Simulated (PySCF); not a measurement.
Input file for PySCF: D3(BJ) and D4 dispersion corrections on H6Si6 (SMILES [SiH]12[SiH]3[SiH]1[SiH]1[SiH]2[SiH]31).

```python
from pyscf import gto
from pyscf.dispersion import dftd3, dftd4

mol = gto.M(
    atom='''
    Si    1.36938735    0.00000000    1.18871310
    Si   -0.68472514    1.18595022    1.18872153
    Si   -0.68472514   -1.18595022    1.18872153
    H     2.50056586   -0.00000000    2.16627436
    H    -1.25025147    2.16553218    2.16636652
    H    -1.25025147   -2.16553217    2.16636652
    Si    1.36938735    0.00000000   -1.18871310
    Si   -0.68472514    1.18595022   -1.18872153
    Si   -0.68472514   -1.18595022   -1.18872153
    H     2.50056586   -0.00000000   -2.16627436
    H    -1.25025147    2.16553217   -2.16636652
    H    -1.25025147   -2.16553218   -2.16636652
    ''',
    basis='def2-svp',
    charge=0, spin=0, verbose=0, max_memory=1800)
d3, d4 = {}, {}
for xc in ['hf', 'pbe', 'blyp', 'revpbe', 'tpss', 'r2scan', 'b3lyp', 'pbe0', 'bhlyp', 'camb3lyp', 'b2plyp']:
    d3[xc] = float(dftd3.DFTD3Dispersion(mol, xc=xc, version='d3bj', atm=False).get_dispersion()['energy'])
    print(f'D3(BJ) {xc:10s} {d3[xc]:14.8f} Eh')
for xc in ['hf', 'pbe', 'blyp', 'revpbe', 'tpss', 'r2scan', 'b3lyp', 'pbe0', 'bhlyp', 'camb3lyp', 'b2plyp']:
    d4[xc] = float(dftd4.DFTD4Dispersion(mol, xc={'camb3lyp': 'cam-b3lyp'}.get(xc, xc), atm=True).get_dispersion()['energy'])
    print(f'D4     {xc:10s} {d4[xc]:14.8f} Eh')
```

Program output:

```
D3(BJ) hf            -0.15355687 Eh
D3(BJ) pbe           -0.01995934 Eh
D3(BJ) blyp          -0.04819747 Eh
D3(BJ) revpbe        -0.04387467 Eh
D3(BJ) tpss          -0.02718448 Eh
D3(BJ) r2scan        -0.00577495 Eh
D3(BJ) b3lyp         -0.04100511 Eh
D3(BJ) pbe0          -0.01944934 Eh
D3(BJ) bhlyp         -0.03834291 Eh
D3(BJ) camb3lyp      -0.02134264 Eh
D3(BJ) b2plyp        -0.02283692 Eh
D4     hf            -0.06358683 Eh
D4     pbe           -0.02154278 Eh
D4     blyp          -0.04495620 Eh
D4     revpbe        -0.04772030 Eh
D4     tpss          -0.02866500 Eh
D4     r2scan        -0.00471717 Eh
D4     b3lyp         -0.03566405 Eh
D4     pbe0          -0.01856966 Eh
D4     bhlyp         -0.03480070 Eh
D4     camb3lyp      -0.01965918 Eh
D4     b2plyp        -0.01485080 Eh
```

The run finished.

Cost: very roughly 0.03 core-seconds.
